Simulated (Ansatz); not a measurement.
`N[SiH2]O[SiH3]` + `N[SiH](S)Cl` → `N[SiH2]S[SiH](N)Cl` + `O[SiH3]`  (ligand exchange at the Si–O bond)

Program: Ansatz. Geometries: PBE0-D4/def2-TZVP. ΔE: electronic, gas phase. CCSD(T)/CBS adds triple-zeta CCSD(T) − MP2 to the extrapolated MP2 energy (def2 sets, frozen cores). DFT in def2-TZVPP. Each species was taken in one conformer, which may not be the lowest.

CCSD(T)/CBS gives +49.2 kJ/mol.

Another level gave +50.8 kJ/mol. Which?
A. PBE/def2-TZVPP
B. PBE0-D4/def2-TZVPP
C. CCSD/def2-TZVPP
D. CCSD(T)/def2-TZVPP

D. CCSD(T)/def2-TZVPP 50.8, PBE 41.2, CCSD/def2-TZVPP 56.7, PBE0-D4 37.1 kJ/mol.

Largest T1 diagnostic among the species: 0.011.

The D4 term adds −14.3 kJ/mol with B3LYP and −8.1 kJ/mol with PBE0; it sums over pairs of atoms, weighted by their polarisabilities, and B3LYP, whose exchange is more repulsive, gets the larger term. In def2-TZVPP, CCSD(T) changes the Hartree–Fock value by −29.3 kJ/mol (the triples alone add −5.9 kJ/mol) and MP2 by −34.6 kJ/mol. From PBE to PBE0 (25 % exact exchange), in def2-TZVPP and without D4, ΔE moves by +4.0 kJ/mol.

B3LYP here is the variant with VWN-RPA as its local correlation; programs differ in this.
